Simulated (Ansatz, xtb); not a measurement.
Species: CNSi (charge -1, singlet). SMILES of the parent species: N#C[Si]
Coordinates optimised at B3LYP-D3(BJ)/def2-TZVP (Ansatz, a quantum-chemistry and plane-wave program):
```
C
N 1 1.1762
Si 1 1.8549 2 180.00
```
Charge -1, spin multiplicity 1.

Harmonic wavenumbers from GFN2-xTB (xtb, at its own minimum), cm⁻¹: 224, 224, 760, 2007.

Problem. Give the harmonic wavenumbers at B3LYP-D3(BJ)/def2-TZVP (Ansatz, finite differences of forces, unscaled).

Solution. 266, 410, 540, 2037 cm⁻¹. Zero-point energy 4.7 kcal/mol.

Problem. From these and the geometry, give the ideal-gas thermochemistry at 298.15 K and 1 atm (rigid rotor, harmonic oscillator).

Solution. Point group C∞v, rotational symmetry number 1. Rotational constants 5.46, 5.46 GHz. S(trans) 37.89, S(rot) 15.97, S(vib) 3.11, S(elec, spin only) 0.00, S 57.0 cal/(mol K). H(298) - H(0) 2.68 kcal/mol; G - E(el) -9.7 kcal/mol.
